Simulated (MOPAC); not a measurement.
MOPAC input (MNDO):

```
MNDO PRECISE GNORM=0.05 LET XYZ CHARGE=1 GEO-OK AUX(PRECISION=9) THREADS=1
H3Cl2S2Si

S     1.18037200 1   -1.81744600 1    0.12292600 1
Si    0.23250500 1    0.03540000 1    0.05391900 1
S    -2.03967100 1   -0.22093500 1   -0.51317400 1
Cl   -0.00373300 1    0.83186300 1    1.87743900 1
Cl    0.77946500 1    1.29693000 1   -1.40771300 1
H     1.47834800 1   -1.80806000 1   -1.19259200 1
H    -1.87268700 1   -0.99675700 1   -1.60616200 1
H    -2.29938300 1   -1.26616500 1    0.30251800 1
```

Output:

```
 *******************************************************************************
 **                                                                           **
 **                              MOPAC v23.2.5                                **
 **                                                                           **
 *******************************************************************************
 ** MOPAC's Digital Object Identifier: https://doi.org/10.5281/zenodo.6511958 **
 **                                                                           **
 ** Please cite the open-source release paper for use of this MOPAC version:  **
 ** J. E. Moussa and J. J. P. Stewart (2026)                                  **
 ** MOPAC: An open-source semiempirical molecular orbital program             **
 ** J. Open Source Softw., 11(119), 8025, https://doi.org/10.21105/joss.08025 **
 *******************************************************************************

                              MNDO CALCULATION RESULTS

 *******************************************************************************
 *  MNDO       - The MNDO Hamiltonian to be used
 *  GEO-OK     - OVERRIDE INTERATOMIC DISTANCE AND OTHER SAFETY CHECKS
 *
 *
 *
 *                 CHARGE ON SYSTEM = +1
 *
 *
 *
 *  LET        - OVERRIDE SOME SAFETY CHECKS
 *  PRECISE    - TIGHTER CRITERIA TO BE USED
 *  XYZ        - CARTESIAN COORDINATE SYSTEM TO BE USED
 *  GNORM      - EXIT WHEN GRADIENT NORM DROPS BELOW 0.050
 *  AUX        - OUTPUT AUXILIARY INFORMATION
 *******************************************************************************
MNDO PRECISE GNORM=0.05 LET XYZ CHARGE=1 GEO-OK AUX(PRECISION=9) THREADS=1
 H3Cl2S2Si

   ATOM   CHEMICAL          X               Y               Z
  NUMBER   SYMBOL      (ANGSTROMS)     (ANGSTROMS)     (ANGSTROMS)

     1       S          1.18037200  *  -1.81744600  *   0.12292600  *
     2      Si          0.23250500  *   0.03540000  *   0.05391900  *
     3       S         -2.03967100  *  -0.22093500  *  -0.51317400  *
     4      Cl         -0.00373300  *   0.83186300  *   1.87743900  *
     5      Cl          0.77946500  *   1.29693000  *  -1.40771300  *
     6       H          1.47834800  *  -1.80806000  *  -1.19259200  *
     7       H         -1.87268700  *  -0.99675700  *  -1.60616200  *
     8       H         -2.29938300  *  -1.26616500  *   0.30251800  *

          CARTESIAN COORDINATES

    NO.       ATOM           X           Y           Z

     1         S          1.1804     -1.8174      0.1229
     2        Si          0.2325      0.0354      0.0539
     3         S         -2.0397     -0.2209     -0.5132
     4        Cl         -0.0037      0.8319      1.8774
     5        Cl          0.7795      1.2969     -1.4077
     6         H          1.4783     -1.8081     -1.1926
     7         H         -1.8727     -0.9968     -1.6062
     8         H         -2.2994     -1.2662      0.3025

  H: (MNDO): M.J.S. DEWAR, W. THIEL, J. AM. CHEM. SOC., 99, 4899, (1977)
[...]

     GRADIENT =  0.01362 IS LESS THAN CUTOFF =  0.05000

 -------------------------------------------------------------------------------
 MNDO PRECISE GNORM=0.05 LET XYZ CHARGE=1 GEO-OK AUX(PRECISION=9) THREADS=1
 H3Cl2S2Si

     GEOMETRY OPTIMISED USING EIGENVECTOR FOLLOWING (EF).
     SCF FIELD WAS ACHIEVED

                              MNDO CALCULATION
                                                       MOPAC v23.2.5 Linux

          FINAL HEAT OF FORMATION =        123.68247 KCAL/MOL =     517.48745 KJ/MOL

          COSMO AREA              =        156.10 SQUARE ANGSTROMS
          COSMO VOLUME            =        156.27 CUBIC ANGSTROMS

          GRADIENT NORM           =          0.01362          =       0.00482 PER ATOM
          IONIZATION POTENTIAL    =         15.671635 EV
          HOMO LUMO ENERGIES (EV) =        -15.672 -7.289
          NO. OF FILLED LEVELS    =         16
          MOLECULAR WEIGHT        =        166.1352         POINT GROUP:  C1

          MOLECULAR DIMENSIONS (Angstroms)

            Atom       Atom       Distance
            H     8    H     6     5.07663
           Cl     5    H     7     4.15886
           Cl     4    H     8     3.23318

          SCF CALCULATIONS        =        166

   ATOM   CHEMICAL          X               Y               Z
  NUMBER   SYMBOL      (ANGSTROMS)     (ANGSTROMS)     (ANGSTROMS)

     1       S          1.20029162  *  -1.79555496  *  -0.06423444  *
     2      Si          0.25698702  *   0.00062897  *   0.04449326  *
     3       S         -1.85182521  *  -0.51159703  *  -0.60047718  *
     4      Cl         -0.05500111  *   0.70767730  *   1.94629229  *
     5      Cl          0.72148655  *   1.45457815  *  -1.32748556  *
     6       H          1.83891510  *  -1.85390218  *  -1.19668534  *
     7       H         -2.54490220  *  -1.22395377  *   0.25511913  *
     8       H         -2.64082407  *   0.50780820  *  -0.84113748  *

                             CARTESIAN COORDINATES

   1    S        1.200291623    -1.795554963    -0.064234440
   2   Si        0.256987016     0.000628965     0.044493257
   3    S       -1.851825207    -0.511597035    -0.600477183
   4   Cl       -0.055001111     0.707677301     1.946292292
   5   Cl        0.721486546     1.454578148    -1.327485556
   6    H        1.838915104    -1.853902181    -1.196685340
   7    H       -2.544902205    -1.223953770     0.255119134
   8    H       -2.640824074     0.507808202    -0.841137477

           Empirical Formula: H3 S2 Si Cl2  =     8 atoms

      MOLECULAR POINT GROUP   :   C1

                  EIGENVALUES
 -32.69881 -30.30195 -30.06492 -28.52921 -23.93883 -22.48427 -20.73756 -20.58499
 -19.94989 -18.59809 -18.37933 -18.12595 -17.93341 -17.38725 -16.65889 -15.67163
  -7.28922  -6.26891  -5.98576  -5.72696  -4.52485  -4.27735  -2.89537

              NET ATOMIC CHARGES AND DIPOLE CONTRIBUTIONS

  ATOM NO.   TYPE          CHARGE      No. of ELECS.   s-Pop       p-Pop
    1          S          -0.103461        6.1035     1.84335     4.26011
    2         Si           1.264397        2.7356     1.10344     1.63216
    3          S           0.035332        5.9647     1.73739     4.22728
    4         Cl          -0.282865        7.2829     1.98711     5.29575
    5         Cl          -0.288877        7.2889     1.98729     5.30159
    6          H           0.084728        0.9153     0.91527
    7          H           0.145805        0.8542     0.85420
    8          H           0.144941        0.8551     0.85506
 DIPOLE           X         Y         Z       TOTAL
 POINT-CHG.    -3.339    -3.432    -1.498     5.017
 HYBRID        -1.167     1.623    -0.321     2.025
 SUM           -4.506    -1.809    -1.819     5.185

          ATOMIC ORBITAL ELECTRON POPULATIONS

     Atom    s        px        py        pz
    1  S   1.84335   1.62038   1.29742   1.34231
    2 Si   1.10344   0.44140   0.63429   0.55647
    3  S   1.73739   1.31537   1.31370   1.59821
    4 Cl   1.98711   1.94848   1.90444   1.44284
    5 Cl   1.98729   1.93195   1.67459   1.69504
    6  H   0.91527
    7  H   0.85420
    8  H   0.85506

 **********************
 *                    *
 * JOB ENDED NORMALLY *
 *                    *
 **********************

 == MOPAC DONE ==
```

The dipole moment of an ion depends on the origin.

The geometry given is a B3LYP-D3(BJ)/def2-TZVP minimum.
